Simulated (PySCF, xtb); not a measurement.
Nb(NH)(F)2(OH) (F₂H₂NNbO), SMILES [NH]=[Nb]([OH])([F])[F], multiplicity 1.

GFN2-xTB (xtb 6.7.1) at its own geometry gives an orbital gap of 3.46 eV and a dipole moment of 4.14 D.

Geometry optimised at B3LYP-D3(BJ)/def2-SVP. The spin state was assumed, not searched. The structure was generated by enumeration; whether it is a known compound was not checked. The def2 effective core potentials stand for the cores of Nb; spin–orbit coupling is left out. The values are those of a single conformer.

Question: What does ωB97X/def2-TZVP (PySCF) give? (Estimate from the structure and the level; the computed values follow.)

Answer: gap 11.74 eV (levels -10.93 and 0.81 eV), dipole 2.81 D.
